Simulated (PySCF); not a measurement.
C$_{3}$H$_{7}$O (SMILES [CH2]OCC), doublet, at a GFN2-xTB geometry. Base run: R2SCAN/cc-pVDZ in PySCF.

Input for PySCF:
```python
from pyscf import gto, scf, dft

mol = gto.Mole()
mol.atom = '''
    O     0.14434248   -0.71865049    0.06704672
    C    -0.00735297    0.66567307   -0.15110874
    C     1.41359214   -1.20072338   -0.00771175
    C    -1.46730800    1.03482609    0.05751251
    H     0.63533161    1.22500290    0.54554056
    H     0.30787533    0.91508609   -1.17552643
    H     2.24302783   -0.52408483    0.10334617
    H     1.49766945   -2.23160741    0.27195205
    H    -2.09236672    0.47669124   -0.63408957
    H    -1.77138668    0.79098958    1.07190966
    H    -1.60847770    2.09847161   -0.11165822
'''
mol.basis = 'cc-pvdz'
mol.spin = 1
mol.verbose = 4
mol.build()

mf = dft.UKS(mol)
mf.xc = 'r2scan'
mf.kernel()
```

Variants of this job, named by their change:

```csv
change,ΔE vs base (mEh),fitting functions,dipole (D)
base,0.000,-,1.20
auxbasis = def2-universal-jkfit,-0.104,428,1.20
auxbasis = cc-pvtz-ri,-0.338,534,1.20
auxbasis = even-tempered beta=1.6,-0.004,942,1.20
auxbasis = cc-pvtz-jkfit,-0.073,526,1.20
auxbasis = def2-svp-ri,-10.461,290,1.20
auxbasis = def2-universal-jfit,-0.213,273,1.20
auxbasis = even-tempered beta=2.0,-0.022,648,1.20
auxbasis = even-tempered beta=3.0,-0.518,436,1.20
auxbasis = cc-pvdz-jkfit,-0.151,441,1.20
```

A fitting set is made for a task (jfit for Coulomb, jkfit for Coulomb and exchange, ri for correlation) and for a family of orbital bases.

Open shells are given as the SCF converged; they aren't shown to be the lowest states, and a large step between rows can be another state.
